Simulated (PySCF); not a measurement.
Job file and geometry (Å, from GFN2-xTB) of an NMR shielding run on `C=C(C(C)=O)[Si@@H](O)[SiH2]NC`, C5H13NO2Si2, GIAO PBE0/pcSseg-1 NMR shielding, non-relativistic, gas phase in PySCF 2.14.0, density-fitted response routines; density fitting, a coarse starting grid and PySCF grid level 2 are the driver's defaults:

```
$ OMP_NUM_THREADS=1 python probes_run.py task.json out

{"job": {"kind": "nmr", "xc": "PBE0", "basis": "pcSseg-1"}, "charge": 0, "multiplicity": 1}
C     -1.562542     1.196784    -1.315118
C     -1.554520     0.652216    -0.105189
C     -2.710724    -0.069042     0.440520
C     -3.261488    -1.175798    -0.421691
O     -3.144978     0.165990     1.553504
Si    -0.095492     0.810587     1.129326
O     -0.602377     0.255240     2.563948
Si     1.631723    -0.596827     0.597659
N      2.790912     0.380881    -0.208878
C      4.045061    -0.138125    -0.692537
H     -0.706554     1.731858    -1.692049
H     -2.425470     1.177887    -1.964913
H     -3.646178    -0.756756    -1.349461
H     -4.058122    -1.701038     0.098899
H     -2.461400    -1.867934    -0.675833
H      0.107567     2.269940     1.208857
H     -1.542578     0.306752     2.763541
H      1.202249    -1.778682    -0.197323
H      2.365785    -1.169754     1.734783
H      2.485650     1.171951    -0.754301
H      3.965338    -0.546422    -1.706132
H      4.806261     0.644602    -0.694194
H      4.367126    -0.937324    -0.030404
```

Problem. What does the program print?

Solution. 
```
coarse grid: 19976 points
cycle   1  E = -981.4939544218  dE =  1.269e+00  |g| = 1.077e+00  |ddm| = 4.344e+00
cycle   2  E = -980.9635933028  dE =  5.304e-01  |g| = 1.967e+00  |ddm| = 3.019e+00
cycle   3  E = -981.7005292932  dE = -7.369e-01  |g| = 2.915e-01  |ddm| = 2.367e+00
cycle   4  E = -981.7175336223  dE = -1.700e-02  |g| = 1.038e-01  |ddm| = 3.292e-01
cycle   5  E = -981.7193249384  dE = -1.791e-03  |g| = 3.375e-02  |ddm| = 1.035e-01
cycle   6  E = -981.7195533310  dE = -2.284e-04  |g| = 6.776e-03  |ddm| = 3.339e-02
cycle   7  E = -981.7195623297  dE = -8.999e-06  |g| = 1.926e-03  |ddm| = 6.875e-03
final grid: 183136 points
cycle   8  E = -981.7953574880  dE = -2.055e-05  |g| = 1.573e-02  |ddm| = 3.353e-02
cycle   9  E = -981.7952470577  dE =  1.104e-04  |g| = 2.855e-02  |ddm| = 3.661e-02
cycle  10  E = -981.7954052052  dE = -1.581e-04  |g| = 3.345e-03  |ddm| = 2.521e-02
cycle  11  E = -981.7954073269  dE = -2.122e-06  |g| = 4.883e-04  |ddm| = 2.868e-03
cycle  12  E = -981.7954073692  dE = -4.230e-08  |g| = 1.785e-04  |ddm| = 6.346e-04
cycle  13  E = -981.7954073758  dE = -6.653e-09  |g| = 3.482e-05  |ddm| = 1.656e-04
cycle  14  E = -981.7954073761  dE = -2.449e-10  |g| = 1.517e-05  |ddm| = 4.348e-05
converged SCF energy = -981.7954073761

GIAO shielding tensors (ppm)
atom      isotropic    diamagn.    paramagn.     s11        s22        s33       span
  0 C       52.674     255.212    -202.538    -65.071     53.131    169.962    235.033
  1 C       23.132     270.702    -247.569    -75.076      8.486    135.987    211.063
  2 C      -28.906     251.288    -280.194   -104.059    -79.378     96.719    200.778
  3 C      153.584     253.170     -99.586    133.550    138.803    188.399     54.849
  4 O     -324.145     400.434    -724.578   -936.974   -368.494    333.034   1270.008
  5 Si     370.079     883.325    -513.246    314.528    359.664    436.044    121.515
  6 O      318.735     391.196     -72.462    255.865    319.522    380.817    124.953
  7 Si     400.044     883.666    -483.622    342.333    381.080    476.719    134.386
  8 N      260.523     328.305     -67.782    223.288    254.928    303.353     80.065
  9 C      151.176     239.158     -87.982    128.499    137.543    187.486     58.986
 10 H       25.930      34.666      -8.736     22.859     25.372     29.559      6.699
 11 H       25.375      32.281      -6.906     22.041     25.429     28.655      6.614
 12 H       28.975      29.685      -0.710     25.428     29.278     32.218      6.791
 13 H       29.658      28.094       1.565     26.363     27.747     34.865      8.501
 14 H       29.335      32.644      -3.309     26.098     29.651     32.257      6.159
 15 H       25.997      31.779      -5.782     23.043     24.823     30.125      7.081
 16 H       28.843      33.639      -4.796     17.243     25.082     44.204     26.961
 17 H       26.836      33.271      -6.435     23.931     25.147     31.431      7.500
 18 H       26.829      31.573      -4.744     23.528     25.753     31.207      7.679
 19 H       32.440      37.817      -5.377     22.197     32.750     42.374     20.177
 20 H       28.788      27.342       1.446     23.450     27.022     35.891     12.441
 21 H       28.701      25.279       3.423     23.507     26.420     36.177     12.670
 22 H       29.232      26.922       2.310     25.364     27.340     34.991      9.627
```

Size and cost of the density-fitted run: 249 basis functions, 2.2 min wall time on 1 thread of an Arm Neoverse N1, shared host; peak memory 1.2 GiB.
